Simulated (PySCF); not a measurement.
Ga(Cl)2(vinyl) (C2H3Cl2Ga), SMILES C=[CH][Ga]([Cl])[Cl].

Coordinates come from a r2SCAN-D4/def2-SVP optimisation. The structure was generated by enumeration; whether it is a known compound was not checked. One conformer was computed; it need not be the lowest.

Two levels are set side by side: PBE/def2-TZVP (PySCF) and PBE0/def2-TZVP (PySCF). Same geometry, gas phase. Differences are taken from unrounded values.

```json
[
 {"quantity": "orbital gap (eV)", "PBE0": "6.80"},
 {"quantity": "highest occupied level (eV)", "PBE0": "-8.70"},
 {"quantity": "lowest empty level (eV)", "PBE0": "-1.90"},
 {"quantity": "dipole moment (D)", "PBE0": "2.98"},
 {"quantity": "mean polarisability (bohr³)", "PBE0": "73.3"}
]
```

Question: What does PBE give, and how far is it from PBE0? (An estimate is asked for; the answer gives what the named calculation found.)

Answer: 
| quantity | PBE | PBE minus PBE0 |
|---|---|---|
| orbital gap (eV) | 4.73 | -2.07 |
| highest occupied level (eV) | -7.49 | 1.21 |
| lowest empty level (eV) | -2.76 | -0.86 |
| dipole moment (D) | 2.90 | -0.08 |
| mean polarisability (bohr³) | 76.3 | 3.0 |

Without exact exchange PBE keeps part of each electron's self-repulsion, which lifts occupied levels and narrows the gap. PBE's more diffuse valence density responds more strongly to a field. Differences between two approximate levels are no errors against the true value.

Rough cost on one machine, each run with all the roots and properties that it gave: PBE0 against PBE within a factor of 2.
